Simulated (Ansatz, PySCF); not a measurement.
Species: InI, charge -1, multiplicity 2. 
Coordinates optimised at B3LYP-D3(BJ)/def2-TZVP (Ansatz, a quantum-chemistry and plane-wave program):
```xyz
2

In     0.0000     0.0000    -1.5922
I      0.0000     0.0000     1.4720
```
Charge -1, spin multiplicity 2.

Total electronic energies in hartree. Cores are frozen in the correlated levels unless marked. UHF or UKS for open shells. Spin-orbit coupling is left out. The frozen core is the preceding noble-gas configuration, with the filled d and f shells of earlier blocks. In def2 rows, elements after Kr have scalar-relativistic effective core potentials. Basis-set limits of correlation are two-point, X^-3; Hartree-Fock from the larger set.

```tsv
level	program	energy (Eh)
HF-D3(BJ)/def2-TZVPD	PySCF + dftd3	-485.95324
RI-HF/def2-TZVPPD	Ansatz	-485.97788
r2SCAN-D3(BJ)/def2-TZVPD	Ansatz + dftd3	-488.13747
PBE0/def2-SVP	Ansatz	-487.94440
BHLYP-D4/def2-TZVPD	Ansatz + dftd4	-487.83046
r2SCAN0/def2-TZVPD	Ansatz	-488.07910
PW6B95/def2-TZVPD	PySCF	-488.24749
wB97M-V/def2-TZVPD	Ansatz	-487.87811
MP2/def2-SVPD	Ansatz	-486.10977
MP2/def2-QZVPPD	Ansatz	-486.18839
RI-MP2/def2-QZVPPD	Ansatz	-486.18835
SCS-MP2/def2-QZVPP	Ansatz	-486.18954
CCSD/def2-QZVPP	Ansatz	-486.21003
CCSD(T)/def2-QZVPPD	Ansatz	-486.22187
CCSD(T)/CBS(def2-TZVPPD,def2-QZVPPD)	Ansatz	-486.2400
```

Totals of different functionals don't rank their quality; only differences between species are comparable.
